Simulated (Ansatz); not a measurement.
This triplet is an excited state, 2.82 eV above the relaxed singlet at the level frozen-core CCSD(T)/cc-pVTZ // B3LYP-D3(BJ)/def2-TZVP (Ansatz, a first-principles code).

A geometry relaxed with B3LYP-D3(BJ)/def2-TZVP (Ansatz), charge 0, multiplicity 3:

```xyz
5

H     -1.9347    -0.7032     0.5872
Ge    -0.3571     0.8659    -0.1088
C      2.5214     0.0065    -0.4050
O     -1.6053    -0.4266    -0.2790
N      1.3757     0.2573    -0.2908
```

Q: Write the SMILES of this molecule.

A: `[C-]#[N+][Ge][OH]`
